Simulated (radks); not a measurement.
Polarisability of the carbon ion C2+, [He] 2s2, at imaginary frequency. All-electron calculation, non-relativistic Kohn-Sham, LDA (Slater exchange, VWN5 correlation), spin-polarised, spherical densities, point nucleus. Program: a radial shooting solver on a logarithmic mesh with Libxc functionals. Response by self-consistent Sternheimer equations with the Hartree and adiabatic LDA kernel.

w (hartree)  alpha1(iw) (bohr^3)  alpha2(iw) (bohr^5)
0.00266                    4.257                5.481
0.0143                     4.253                5.480
0.0360                     4.230                5.476
0.0697                     4.158                5.463
0.118                      3.985                5.430
0.186                      3.645                5.357
0.280                      3.094                5.207
0.413                      2.375                4.920
0.605                      1.631                4.408
0.892                      1.011                3.593
1.35                      0.5705                2.511
2.12                      0.2889                1.409
3.59                      0.1255               0.5968
6.94                     0.04332               0.1758
17.5                    0.009603              0.02893

Static values: alpha1 = 4.257 bohr^3 (0.6309 angstrom^3; uncoupled 8.029), alpha2 = 5.481 bohr^5, alpha3 = 18.27 bohr^7. C6 = 6.518, C8 = 61.67, triple-dipole C9 = 20.21 atomic units. One-pole (London) frequency 4 C6 / (3 alpha1^2) = 0.479 hartree, against 1.476 for minus the highest occupied eigenvalue. The dipole shielding factor is 0.667, as the force sum rule N/Z = 0.667 demands.
